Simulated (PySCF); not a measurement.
Species: C2H5BO2Si.
Bonds: C1–C2 (triple), C2–Si3, Si3–B4, B4–O5, B4–O6. Hydrogens: H7 on C1; H8, H9 on Si3; H10 on O5; H11 on O6.

Computed with PBE0-D3(BJ)/def2-SVP geometry optimisation, gas phase in PySCF 2.14.0.

(1) What internal coordinates does the optimisation give?

Results:

(1) 
| bond | length (bohr) | order |
| --- | --- | --- |
| C1≡C2 | 2.300 | triple |
| C2–Si3 | 3.481 | single |
| Si3–B4 | 3.843 | single |
| B4–O5, B4–O6 | 2.569 | single |
| C1–H7 | 2.032 | single |
| Si3–H8, Si3–H9 | 2.827 | single |
| O5–H10, O6–H11 | 1.824 | single |

Bonds in one row agree within 0.02 bohr and their mean is given. Orders are formal, as drawn. A selection of angles:
| angle | degrees |
| --- | --- |
| C2–C1–H7 | 179.7 |
| C1–C2–Si3 | 178.3 |
| C2–Si3–B4 | 109.1 |
| C2–Si3–H8 | 108.2 |
| B4–Si3–H8 | 112.1 |
| H8–Si3–H9 | 108.0 |
| Si3–B4–O5 | 118.4 |
| O5–B4–O6 | 124.4 |
| B4–O5–H10 | 115.2 |

Dihedral angles: C2–Si3–B4–O5 120° (anticlinal); H10–O5–B4–Si3 -179° (antiperiplanar); H11–O6–B4–Si3 178° (antiperiplanar). The mirror-image conformer, all signs reversed, is as good.

Of the pairs four or more bonds apart, H10···H11 is among the closest relative to their van der Waals radii: 2.32 Å, 97 % of the sum of Bondi's values. Si3 (SiH2 silicon) is tetrahedral (angles from 107.9° to 112.1°). B4 (three-coordinate boron) is planar (angles 124.4°, 118.4° and 117.2°, sum 360.0°, 0.00 Å off the plane of its three neighbours).

Point group: C1 (no symmetry element, even within 0.4 Å). Whether it is a minimum is left open (no frequencies). One conformer, not necessarily the lowest (C2–Si3–B4–O5 120°, Si3–B4–O5–H -179°, Si3–B4–O6–H 178°).

On Arm Neoverse V1, one thread (shared host), this took 52 s of wall time. That covers the optimisation of the geometry.
